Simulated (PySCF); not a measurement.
**Relaxation of singlet CoI₂⁺**

Computed with PySCF, PBE0, basis Co def2-TZVP, I def2-TZVP with ECP28 (scalar-relativistic core potentials, no spin–orbit coupling, density fitting). A (50,194) grid was used.

A hand-made linear start, of D∞h symmetry, held to at least that symmetry:

Coordinates in bohr (charge 1 multiplicity 1):
```
Co    0.0000    0.0000    0.0000
I     0.0000    0.0000    4.5187
I     0.0000    0.0000   -4.5187
```

(1) What forces act on the atoms at the start (eV/Å)?

(2) What does it relax to?

(3) How much energy is released, and in how many steps?

Results:

(1) 
```tsv
atom	Fx	Fy	Fz
Co1	0.00	0.00	0.00
I2	0.00	0.00	-1.13
I3	0.00	0.00	1.13
```

(2) It ends at D∞h with Co–I 2.299 Å (×2); I–Co–I 180.0°. A frequency run shows 2 imaginary modes (one degenerate set), down to 54i cm⁻¹, so it is a higher-order saddle point. Other isomers or separated fragments may lie lower.

(3) 10.8 kJ/mol in 4 steps.

Stability towards spin polarisation was not tested. At this level a quintet minimum of D∞h symmetry lies 248 kJ/mol below this structure.

The relaxation took of the order of 4 core-minutes on a shared host.
